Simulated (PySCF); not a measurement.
A survey of ¹⁹F NMR shifts

Computational details: GFN2-xTB structure, NMR shieldings at PBE0/pcSseg-1/GIAO, in PySCF 2.14 (rapidly exchanging positions averaged, non-relativistic, gas phase, a single conformation).

Shieldings were converted by a linear fit to measured shifts: ¹⁹F (scatter 6.0 ppm rms, 7.0 ppm with the 5 outliers that the fit left out vs CFCl3, solution or neat liquid, with a term for F on sp3 carbon). Occasional misses reach two or three times the rms, and more in compound classes unlike the fitted ones.

Give the ¹⁹F shifts of `CC(=O)C(F)F`, `C=C1C(C)=Cc2ccc(F)cc21`, `C=C/C(=N\C)C(F)F`, `C=C/C(=N\C)C(F)F`.

Results:


```tsv
compound	environment	δ (ppm)
CC(=O)C(F)F	fluorine of a CF2 group (×2)	-119.9
C=C1C(C)=Cc2ccc(F)cc21	aryl fluorine	-119.0
C=C/C(=N\C)C(F)F	fluorine of a CF2 group (×2)	-111.9
C=C/C(=N\C)C(F)F	fluorine of a CF2 group (×2)	-111.9
```
